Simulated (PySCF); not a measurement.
C₄H₈OSi, SMILES [SiH3]/C=C1\CCO1. Atoms are numbered in the order given.

```xyz
14

Si     0.1815     2.2849     0.0000
C     -0.8450     0.7410     0.0000
C     -0.3026    -0.4810     0.0000
C      1.0832    -1.0974     0.0000
C      0.2961    -2.4216     0.0000
O     -0.9513    -1.6887     0.0000
H      1.6279     1.9067     0.0000
H     -0.0824     3.1311    -1.2033
H     -0.0824     3.1311     1.2033
H     -1.9404     0.7838     0.0000
H      1.6837    -0.8933    -0.8978
H      1.6837    -0.8933     0.8978
H      0.3939    -3.0456    -0.9020
H      0.3939    -3.0456     0.9020
```

Geometry optimised at ωB97X-D3(BJ)/def2-SVP. The structure was generated by enumeration; whether it is a known compound was not checked.

The numbers are results of SMD-M06-2X/def2-SVP (PySCF), not measurements.

Solvation free energies are E(SMD) − E(gas) at the gas-phase geometry, for 1 M in both phases. In vacuum the dipole moment is 2.45 D.

Computed solvation free energies in water, ethylethanoate, cyclohexanone:
```
solvent         ΔG(solv) (kcal/mol)  its non-electrostatic (CDS) part  dipole (D)
--------------  -------------------  --------------------------------  ----------
water                          -1.5                               4.0        3.27
ethylethanoate                 -4.4                              -1.3        3.05
cyclohexanone                  -4.2                              -0.5        3.18
```
